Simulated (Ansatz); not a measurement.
# Relaxing a trial structure of CH7InSi

The starting geometry of this gas-phase singlet was optimised with GFN2-xTB.

```yaml
atoms:
  - { symbol: C, position_ang: [-1.0421, 0.7254, -0.0114] }
  - { symbol: In, position_ang: [0.4570, -0.7970, -1.1521] }
  - { symbol: Si, position_ang: [0.2567, 1.5337, 0.9295] }
  - { symbol: H, position_ang: [-1.7588, 0.1276, 0.5468] }
  - { symbol: H, position_ang: [-0.5528, -1.9814, -1.7925] }
  - { symbol: H, position_ang: [1.2056, 0.2454, -2.2475] }
  - { symbol: H, position_ang: [-1.5195, 1.2952, -0.8043] }
  - { symbol: H, position_ang: [0.6599, 1.1249, 2.2749] }
  - { symbol: H, position_ang: [1.4879, -1.3081, 0.0923] }
  - { symbol: H, position_ang: [1.0960, 2.6175, 0.4183] }
```

Task: Predict what it relaxes into with PBE0-D3(BJ)/def2-SVP.

Result: It rearranges to `[SiH3][CH2][InH2]`. Distances that change by over a tenth: C1–In2 (2.42 → 2.17 Å). Contacts that open: In2–H9 (1.69 → 3.71 Å). Contacts that close: Si3–H9 (3.21 → 1.50 Å).

The energy falls by 2.00 eV over 33 steps:

```csv
step,E − E(last) (eV)
1,1.997
5,1.514
8,0.699
12,0.117
15,0.049
19,0.015
22,0.002
26,0.001
29,0.000
33,0.000
```

Final geometry (Å):

```yaml
atoms:
  - { symbol: C, position_ang: [-0.7790, 0.5199, -0.1085] }
  - { symbol: In, position_ang: [-0.0942, -0.6009, -1.8405] }
  - { symbol: Si, position_ang: [0.5968, 1.0001, 1.0658] }
  - { symbol: H, position_ang: [-1.5153, -0.0969, 0.4325] }
  - { symbol: H, position_ang: [-0.0289, -2.3312, -1.7531] }
  - { symbol: H, position_ang: [0.3699, 0.2603, -3.2720] }
  - { symbol: H, position_ang: [-1.2826, 1.4330, -0.4660] }
  - { symbol: H, position_ang: [0.1044, 1.7731, 2.2512] }
  - { symbol: H, position_ang: [1.3013, -0.2187, 1.5792] }
  - { symbol: H, position_ang: [1.6176, 1.8445, 0.3654] }
```

Frequencies at the end are all real (lowest 62 cm⁻¹). Atoms past krypton carry core potentials, without spin–orbit terms. Run with Ansatz 0.2.0, 73 s on 2 threads of Arm Neoverse V1, on a shared host.
